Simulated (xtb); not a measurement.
H₇OSi₂, charge +1, singlet, at a GFN2-xTB geometry, atoms displaced at random by about 0.06 Å a coordinate; GFN2-xTB run with xtb 6.7.1.

xtb was given this input:
```
$ xtb mol.xyz --gfn 2 --chrg 1 --uhf 0 --ohess --json

# file mol.xyz
10

Si     1.60383022    -0.41464631     0.51314138
O     -0.07663684    -0.19228716    -0.44793133
Si    -1.71131851     0.44179538    -0.16981129
H      2.53963896    -0.38310547    -0.63380528
H      1.57613053     0.81486008     1.17797491
H      1.40732729    -1.56794780     1.22368728
H      0.09050529    -0.75458176    -1.37069020
H     -2.27686573    -0.71481282     0.52113671
H     -2.18926672     0.67466086    -1.41776917
H     -1.24771628     1.57922505     0.73233656
```

It wrote (shortened):

```
   ID    Z sym.   atoms
    1   14 Si     1, 3
    2    8 O      2
    3    1 H      4-10

           -------------------------------------------------
          |                Calculation Setup                |
           -------------------------------------------------

           -------------------------------------------------
          |                 G F N 2 - x T B                 |
           -------------------------------------------------

          ...................................................
          :                      SETUP                      :
          :.................................................:
          :  # basis functions                  31          :
          :  # atomic orbitals                  29          :
          :  # shells                           15          :
          :  # electrons                        20          :
          :  max. iterations                   250          :
          :  Hamiltonian                  GFN2-xTB          :
          :  restarted?                      false          :
          :  GBSA solvation                  false          :
          :  PC potential                    false          :
          :  electronic temp.          300.0000000     K    :
          :  accuracy                    1.0000000          :
          :  -> integral cutoff          0.2500000E+02      :
          :  -> integral neglect         0.1000000E-07      :
          :  -> SCF convergence          0.1000000E-05 Eh   :
          :  -> wf. convergence          0.1000000E-03 e    :
          :  Broyden damping             0.4000000          :
          :  net charge                          1          :
          :  unpaired electrons                  0          :
          ...................................................

 iter      E             dE          RMSdq      gap      omega  full diag
   1    -10.7051724 -0.107052E+02  0.104E+01    5.80       0.0  T
   2    -10.8052803 -0.100108E+00  0.638E+00    4.67       1.0  T
   3    -10.8106976 -0.541728E-02  0.316E+00    4.30       1.0  T
   4    -10.8114163 -0.718645E-03  0.627E-01    4.50       1.0  T
   5    -10.8118204 -0.404137E-03  0.192E-01    4.53       1.0  T
   6    -10.8118307 -0.103055E-04  0.645E-02    4.58       1.0  T
   7    -10.8118360 -0.528150E-05  0.230E-02    4.56       1.4  T
   8    -10.8118362 -0.256504E-06  0.828E-03    4.57       3.8  T
   9    -10.8118363 -0.475562E-07  0.352E-03    4.57       9.0  T
  10    -10.8118363  0.106149E-08  0.145E-03    4.56      21.9  T
  11    -10.8118363 -0.956857E-08  0.820E-04    4.56      38.6  T
  12    -10.8118363 -0.133611E-08  0.216E-04    4.56     146.3  T

   *** convergence criteria satisfied after 12 iterations ***

         :::::::::::::::::::::::::::::::::::::::::::::::::::::
         ::                     SUMMARY                     ::
         :::::::::::::::::::::::::::::::::::::::::::::::::::::
         :: total energy             -10.721538041022 Eh    ::
         :: gradient norm              0.152952910972 Eh/a0 ::
         :: HOMO-LUMO gap              4.564588051574 eV    ::
         ::.................................................::
         :: SCC energy               -10.811832386681 Eh    ::
         :: -> isotropic ES            0.131568279635 Eh    ::
         :: -> anisotropic ES         -0.004008742438 Eh    ::
         :: -> anisotropic XC         -0.007579990807 Eh    ::
         :: -> dispersion             -0.004153001373 Eh    ::
         :: repulsion energy           0.090294345659 Eh    ::
         :: add. restraining           0.000000000000 Eh    ::
         :: total charge               1.000000000000 e     ::
         :::::::::::::::::::::::::::::::::::::::::::::::::::::

      -----------------------------------------------------------
     |                   =====================                   |
     |                        A N C O P T                        |
     |                   =====================                   |
     |               Approximate Normal Coordinate               |
     |                Rational Function Optimizer                |
      -----------------------------------------------------------
      -----------------------------------------------------------
     |                   =====================                   |
     |                        A N C O P T                        |
     |                   =====================                   |
     |               Approximate Normal Coordinate               |
     |                Rational Function Optimizer                |
      -----------------------------------------------------------

          ...................................................
          :                      SETUP                      :
          :.................................................:
          :   optimization level            normal          :
          :   max. optcycles                   200          :
          :   ANC micro-cycles                  20          :
          :   degrees of freedom                24          :
          :.................................................:
          :   RF solver                   davidson          :
          :   write xtbopt.log                true          :
          :   linear?                        false          :
          :   energy convergence         0.5000000E-05 Eh   :
          :   grad. convergence          0.1000000E-02 Eh/α :
          :   maxmium RF displ.          1.0000000          :
          :   Hlow (freq-cutoff)         0.1000000E-01      :
          :   Hmax (freq-cutoff)         5.0000000          :
          :   S6 in model hess.         20.0000000          :
          ...................................................

generating ANC from exact Hessian ...
Using Lindh-Hessian (1995)
 Shifting diagonal of input Hessian by    9.2893716473872977E-003
 Lowest  eigenvalues of input Hessian
[...]
 * total energy  :   -10.7215380 Eh     change       -0.1234124E-09 Eh
 * total energy  :   -10.7418112 Eh     change       -0.2027314E-01 Eh
 * total energy  :   -10.7453324 Eh     change       -0.3521222E-02 Eh
 * total energy  :   -10.7458914 Eh     change       -0.5590150E-03 Eh
 * total energy  :   -10.7462646 Eh     change       -0.3731567E-03 Eh
 * total energy  :   -10.7463800 Eh     change       -0.1154396E-03 Eh
 * total energy  :   -10.7464133 Eh     change       -0.3324858E-04 Eh
 * total energy  :   -10.7464248 Eh     change       -0.1154926E-04 Eh
 * total energy  :   -10.7464302 Eh     change       -0.5396097E-05 Eh
 * total energy  :   -10.7464319 Eh     change       -0.1646992E-05 Eh
   *** GEOMETRY OPTIMIZATION CONVERGED AFTER 10 ITERATIONS ***
         :: total energy             -10.746431859024 Eh    ::
[...]

molecular dipole:
                 x           y           z       tot (Debye)
 q only:       -0.062      -0.215      -0.080
   full:       -0.051      -0.304      -0.262       1.027
molecular quadrupole (traceless):
                xx          xy          yy          xz          yz          zz
 q only:        8.210      -3.638      -4.907       2.444       0.868      -3.302
  q+dip:        4.441      -2.223      -3.120       1.453       1.221      -1.321
   full:        8.196      -3.889      -5.342       2.572       1.625      -2.854

           -------------------------------------------------
          |               Frequency Printout                |
           -------------------------------------------------
 projected vibrational frequencies (cm⁻¹)
eigval :       -0.00    -0.00    -0.00    -0.00     0.00     0.00
eigval :      -13.51    41.45   180.10   373.73   387.89   445.19
eigval :      536.00   573.04   573.38   605.30   703.92   718.86
eigval :      725.15   734.68   799.73   802.86  1061.09  2351.87
eigval :     2356.46  2361.74  2370.32  2381.55  2392.14  3433.41
 reduced masses (amu)
   1: 12.13   2: 21.50   3: 20.47   4: 23.99   5: 22.15   6: 23.23   7:  1.24   8:  7.77
   9: 19.85  10:  4.25  11: 19.32  12: 15.18  13:  3.81  14:  3.61  15:  4.02  16:  4.83
  17:  2.48  18:  2.17  19:  2.58  20:  2.47  21:  2.93  22:  2.44  23:  2.14  24:  1.41
  25:  1.36  26:  2.15  27:  2.19  28:  2.05  29:  2.09  30:  1.88
 IR intensities (km·mol⁻¹)
   1:  2.17   2:  2.35   3: 11.56   4:  3.42   5:  8.53   6: 11.16   7:  0.00   8:  1.58
   9:  0.32  10: 81.99  11:  9.74  12:369.34  13: 56.66  14:102.66  15:138.08  16: 97.07
  17:  5.69  18: 42.07  19:386.24  20:292.23  21:123.67  22: 50.50  23:197.89  24: 47.76
  25: 52.34  26:  2.98  27:364.88  28: 28.69  29:296.52  30: 65.75
 Raman intensities (Ä⁴*amu⁻¹)
   1:  0.00   2:  0.00   3:  0.00   4:  0.00   5:  0.00   6:  0.00   7:  0.00   8:  0.00
   9:  0.00  10:  0.00  11:  0.00  12:  0.00  13:  0.00  14:  0.00  15:  0.00  16:  0.00
  17:  0.00  18:  0.00  19:  0.00  20:  0.00  21:  0.00  22:  0.00  23:  0.00  24:  0.00
  25:  0.00  26:  0.00  27:  0.00  28:  0.00  29:  0.00  30:  0.00
 output can be read by thermo (or use thermo option).
 writing <g98.out> molden fake output.
 recommended (thermochemical) frequency scaling factor: 1.0
           -------------------------------------------------
          |             Thermodynamic Functions             |
           -------------------------------------------------

cs  symmetry found (for desy threshold:  0.10E+00) used in thermo
 inverting freq            1   13.506671343587294

          ...................................................
          :                      SETUP                      :
          :.................................................:
          :  # frequencies                          24      :
          :  # imaginary freq.                       0      :
          :  linear?                             false      :
          :  only rotor calc.                    false      :
          :  symmetry                               cs      :
          :  rotational number                       1      :
          :  scaling factor                  1.0000000      :
          :  rotor cutoff                   50.0000000 cm⁻¹ :
          :  imag. cutoff                  -20.0000000 cm⁻¹ :
          :.................................................:

    mode    ω/cm⁻¹     T·S(HO)/kcal·mol⁻¹    T·S(FR)/kcal·mol⁻¹   T·S(vib)
   ------------------------------------------------------------------------
       1     13.51    -2.21044 (  0.53%)    -1.44148 ( 99.47%)    -1.44556
       2     41.45    -1.54702 ( 32.07%)    -1.11122 ( 67.93%)    -1.25098
       3    180.10    -0.69391 ( 99.41%)    -0.67671 (  0.59%)    -0.69380
   ------------------------------------------------------------------------

   temp. (K)  partition function   enthalpy   heat capacity  entropy
                                   cal/mol     cal/K/mol   cal/K/mol   J/K/mol
 298.15  VIB   374.                 2883.772     17.724     17.885
         ROT  0.647E+05              888.752      2.981     24.996
         INT  0.242E+08             3772.524     20.705     42.881
         TR   0.682E+27             1481.254      4.968     39.006
         TOT                        5253.7780    25.6732    81.8868   342.6142

       T/K    H(0)-H(T)+PV         H(T)/Eh          T*S/Eh         G(T)/Eh
   ------------------------------------------------------------------------
    298.15    0.837243E-02    0.697083E-01    0.389070E-01    0.308013E-01
   ------------------------------------------------------------------------

         :::::::::::::::::::::::::::::::::::::::::::::::::::::
         ::                  THERMODYNAMIC                  ::
         :::::::::::::::::::::::::::::::::::::::::::::::::::::
         :: total free energy         -10.715630557852 Eh   ::
         ::.................................................::
         :: total energy              -10.746431859025 Eh   ::
         :: zero point energy           0.061335918606 Eh   ::
         :: G(RRHO) w/o ZPVE           -0.030534617433 Eh   ::
         :: G(RRHO) contrib.            0.030801301173 Eh   ::
         :::::::::::::::::::::::::::::::::::::::::::::::::::::
imag cut-off (cm-1) :    5.00
 found            1  significant imaginary frequency
 writing imag mode distorted coords to xtbhess.xyz
 for further optimization.

optimized geometry written to: xtbopt.xyz

           -------------------------------------------------
          | TOTAL ENERGY              -10.746431859025 Eh   |
          | TOTAL ENTHALPY            -10.676723512234 Eh   |
          | TOTAL FREE ENERGY         -10.715630557852 Eh   |
          | GRADIENT NORM               0.000191854648 Eh/α |
          | HOMO-LUMO GAP               5.166149756898 eV   |
           -------------------------------------------------

normal termination of xtb
```
